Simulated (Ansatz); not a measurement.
## Molecular dynamics of CH₂BSSi

Input file:

```yaml
crystal:
  periodic: [false, false, false]
  atoms:
    - { symbol: Si, position_ang: [0.098437, 1.802225, -0.260532] }
    - { symbol: C, position_ang: [0.25687, 0.172776, 0.598228] }
    - { symbol: B, position_ang: [0.071881, -1.121262, -0.11176] }
    - { symbol: S, position_ang: [-0.04781, -2.491756, -0.833891] }
    - { symbol: H, position_ang: [-1.240342, 1.63009, -0.801843] }
    - { symbol: H, position_ang: [0.760047, 0.117251, 1.531055] }
magnetization:
  spin_polarized: true
  initial_magnetization: 1
basis:
  gaussian: { orbitals: STO-3G }
hamiltonian:
  xc: hf
md:
  timestep: 1.0
  n_steps: 400
  ensemble: nve_milne
  temperature: 100.0
  initial_velocities: maxwell_boltzmann
  seed: 92413
```

Launched with:

```bash
$ ansatz run input.yaml --threads 1 --pin off --max-ram 2048MiB --backend cpu --events-out ev --progress --plain --runs-dir out
```

It goes on from the last frame of an earlier run, with new velocities.

Output, in part (step lines, the closing report, with atoms numbered from 0):

```
md step     0: t =     0.00 fs  T =   100.0 K  F+E_penalty+E_count = -20181.28795229 eV  E_kin = 0.051704 eV  conserved = -20181.23624829 eV  (106 SCF iters)
md step     1: t =     1.00 fs  T =   125.1 K  F+E_penalty+E_count = -20181.30243278 eV  E_kin = 0.064683 eV  conserved = -20181.23774948 eV  (76 SCF iters)
md step     2: t =     2.00 fs  T =   103.2 K  F+E_penalty+E_count = -20181.29137096 eV  E_kin = 0.053377 eV  conserved = -20181.23799373 eV  (75 SCF iters)
md step     3: t =     3.00 fs  T =    68.5 K  F+E_penalty+E_count = -20181.27402312 eV  E_kin = 0.035429 eV  conserved = -20181.23859435 eV  (76 SCF iters)
md step     4: t =     4.00 fs  T =    67.2 K  F+E_penalty+E_count = -20181.27313240 eV  E_kin = 0.034771 eV  conserved = -20181.23836148 eV  (76 SCF iters)
md step     5: t =     5.00 fs  T =    95.6 K  F+E_penalty+E_count = -20181.28769008 eV  E_kin = 0.049426 eV  conserved = -20181.23826367 eV  (75 SCF iters)
md step     6: t =     6.00 fs  T =   106.5 K  F+E_penalty+E_count = -20181.29275900 eV  E_kin = 0.055062 eV  conserved = -20181.23769676 eV  (77 SCF iters)
md step     7: t =     7.00 fs  T =    69.2 K  F+E_penalty+E_count = -20181.27461424 eV  E_kin = 0.035794 eV  conserved = -20181.23882023 eV  (75 SCF iters)
[... lines left out ...]
md step   397: t =   397.00 fs  T =   107.6 K  F+E_penalty+E_count = -20181.29391513 eV  E_kin = 0.055644 eV  conserved = -20181.23827064 eV  (76 SCF iters)
md step   398: t =   398.00 fs  T =   124.8 K  F+E_penalty+E_count = -20181.30306755 eV  E_kin = 0.064509 eV  conserved = -20181.23855816 eV  (76 SCF iters)
md step   399: t =   399.00 fs  T =    94.6 K  F+E_penalty+E_count = -20181.28726378 eV  E_kin = 0.048914 eV  conserved = -20181.23834935 eV  (75 SCF iters)
md step   400: t =   400.00 fs  T =    49.6 K  F+E_penalty+E_count = -20181.26364561 eV  E_kin = 0.025647 eV  conserved = -20181.23799902 eV  (144 SCF iters)
Total energy: -20181.26364561 eV, -741.6477596243 hartree
Atom 0 at     0.101107     1.798580    -0.263137 Å, force    -0.856540     0.017146    -0.422059 eV/Å
Atom 1 at     0.244311     0.174232     0.576853 Å, force     1.068431     0.077102     1.767716 eV/Å
Atom 2 at     0.086058    -1.141691    -0.058511 Å, force    -0.019027    -0.112066    -0.336386 eV/Å
Atom 3 at    -0.050333    -2.481389    -0.843127 Å, force    -0.057278    -0.136132     0.048836 eV/Å
Atom 4 at    -1.260910     1.538707    -0.778219 Å, force     0.560189     0.290385     0.076561 eV/Å
Atom 5 at     0.784104     0.182192     1.557411 Å, force    -0.695774    -0.136435    -1.134668 eV/Å
Dipole moment:     0.080580     0.353324     0.129732 e Å
```

The steps, from the saved trajectory:

| time (fs) | T (K) | potential energy less start (eV) | conserved less start (meV/atom) |
| --- | --- | --- | --- |
| 0.0 | 100 | 0.000 | 0.00 |
| 13.0 | 63 | 0.017 | -0.32 |
| 26.0 | 91 | 0.003 | -0.32 |
| 39.0 | 100 | -0.001 | -0.24 |
| 52.0 | 112 | -0.007 | -0.24 |
| 65.0 | 91 | 0.002 | -0.33 |
| 78.0 | 52 | 0.023 | -0.34 |
| 91.0 | 76 | 0.010 | -0.42 |
| 104.0 | 90 | 0.003 | -0.39 |
| 117.0 | 109 | -0.007 | -0.40 |
| 130.0 | 96 | -0.001 | -0.42 |
| 143.0 | 43 | 0.027 | -0.38 |
| 156.0 | 52 | 0.023 | -0.37 |
| 169.0 | 65 | 0.016 | -0.28 |
| 182.0 | 104 | -0.004 | -0.26 |
| 195.0 | 87 | 0.005 | -0.26 |
| 208.0 | 80 | 0.009 | -0.30 |
| 221.0 | 54 | 0.021 | -0.39 |
| 234.0 | 80 | 0.008 | -0.37 |
| 247.0 | 110 | -0.008 | -0.44 |
| 260.0 | 92 | 0.002 | -0.41 |
| 273.0 | 78 | 0.009 | -0.40 |
| 286.0 | 73 | 0.012 | -0.39 |
| 299.0 | 94 | 0.001 | -0.32 |
| 312.0 | 116 | -0.010 | -0.31 |
| 325.0 | 114 | -0.009 | -0.23 |
| 338.0 | 80 | 0.009 | -0.26 |
| 351.0 | 73 | 0.012 | -0.34 |
| 364.0 | 68 | 0.014 | -0.34 |
| 377.0 | 75 | 0.010 | -0.44 |
| 390.0 | 88 | 0.004 | -0.38 |

All steps were run. The conserved energy stayed within 0.45 meV per atom of its start (net change -0.29 meV per atom), so the integration is sound. A run of 0.4 ps of so small a system gives no equilibrium averages. Limits of this set-up: minimal basis.

The same pairs are bonded in the first frame and the last. Pairs count as bonded within 1.25 times the sum of covalent radii (0.12 Å more for H–H).

Last frame:

```xyz
6
Properties=species:S:1:pos:R:3
Si 0.101 1.799 -0.263
C 0.244 0.174 0.577
B 0.086 -1.142 -0.059
S -0.050 -2.481 -0.843
H -1.261 1.539 -0.778
H 0.784 0.182 1.557
```

Run time: 13 min on 1 CPU thread of a shared host.
